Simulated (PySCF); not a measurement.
C2H7Bi, SMILES [CH3][BiH][CH3].

The structure is a stationary point at B3LYP-D3(BJ)/def2-SVP. The def2 effective core potentials stand for the cores of Bi; spin–orbit coupling is left out.

Method: TDDFT-M06-2X/def2-SVPD run with PySCF.

Vertical excitations. Isolated molecule, no solvent. State labels are in the subgroup Cs.

| state | symmetry | energy (eV) | λ (nm) | f | main pairs |
|---|---|---|---|---|---|
| S1 | A' | 5.69 | 218 | 0.062 | HOMO→LUMO+1 91 % |
| S2 | A" | 5.73 | 217 | 0.124 | HOMO→LUMO 91 % |
| S3 | A' | 6.06 | 205 | 0.120 | HOMO→LUMO+2 81 % |
| S4 | A" | 6.52 | 190 | 0.016 | HOMO−1→LUMO+1 90 % |
| S5 | A' | 6.86 | 181 | 0.247 | HOMO−1→LUMO 75 % |
| S6 | A" | 6.89 | 180 | 0.006 | HOMO−2→LUMO 81 % |
| S7 | A' | 7.33 | 169 | 0.097 | HOMO→LUMO+3 50 %, HOMO−2→LUMO+1 35 % |
| S8 | A" | 7.37 | 168 | 0.562 | HOMO−1→LUMO+2 70 % |
| S9 | A' | 7.47 | 166 | 0.167 | HOMO−2→LUMO+2 49 %, HOMO−2→LUMO+1 36 % |
| S10 | A' | 7.54 | 164 | 0.267 | HOMO→LUMO+3 33 %, HOMO−2→LUMO+2 28 %, HOMO−2→LUMO+1 24 %, HOMO−1→LUMO 8 % |
| T1 | A" | 4.65 | 266 | 0 | HOMO→LUMO 82 % |
| T2 | A' | 4.77 | 260 | 0 | HOMO→LUMO+1 46 %, HOMO→LUMO+2 31 % |
| T3 | A' | 5.22 | 238 | 0 | HOMO−1→LUMO 30 %, HOMO→LUMO+1 18 %, HOMO→LUMO+2 13 %, HOMO−2→LUMO+1 11 % |
| T4 | A' | 5.84 | 212 | 0 | HOMO→LUMO+2 43 %, HOMO−1→LUMO 28 %, HOMO→LUMO+1 17 % |
Triplets are in the Tamm–Dancoff approximation, which puts them higher than full response would, so one can lie above its singlet here.
